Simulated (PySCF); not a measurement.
Task: Give a GFN2-xTB geometry of InChI=1S/C7H8N2/c1-9-7-5-3-2-4-6(7)8/h2-5H,1,8H2.

Result: 
```
atom  x, y, z in Å
C1     2.7645   -0.5015   -0.4622
N2     1.7889    0.2903   -0.5337
C3     0.4884   -0.0598   -0.2030
C4    -0.0557   -1.3262   -0.4023
C5    -1.3896   -1.5698   -0.1389
C6    -2.1965   -0.5462    0.3348
C7    -1.6774    0.7179    0.5331
C8    -0.3369    0.9856    0.2648
N9     0.2260    2.2100    0.5279
H10    3.7310   -0.1441   -0.7881
H11    2.7194   -1.5251   -0.0821
H12    0.5699   -2.1104   -0.8041
H13   -1.8028   -2.5526   -0.3097
H14   -3.2403   -0.7338    0.5394
H15   -2.3100    1.5183    0.8900
H16   -0.3967    3.0006    0.5593
H17    1.1109    2.3588    0.0649
```

Any rigid rotation of these coordinates is as good. Atoms count from 1 in this order. H17 on N9 lies 2.26 Å from N2, 4 bonds away (angle at H 104°; Bondi radii sum to 2.75 Å). The C–N distances run from 1.259 Å (C1=N2, drawn double) to 1.387 Å (N2–C3, drawn single), a spread of 0.128 Å. The C–C distances run from 1.381 Å (C6–C7, aromatic) to 1.412 Å (C3–C8, aromatic), a spread of 0.031 Å. N2 (imine nitrogen) is bent (angle 123.7°).

Bonds between heavy atoms (Å): C1=N2 1.259, N2–C3 1.387, C3–C4 1.393, C4–C5 1.381, C5–C6 1.387, C6–C7 1.381, C7–C8 1.393, C8–N9 1.373, C3–C8 1.412.

Computed geometry: GFN2-xTB, gas phase.

Point group: C1 (no symmetry element, even within 0.4 Å). No frequency check. One conformer, not necessarily the lowest (C1–N2–C3–C4 -34°).
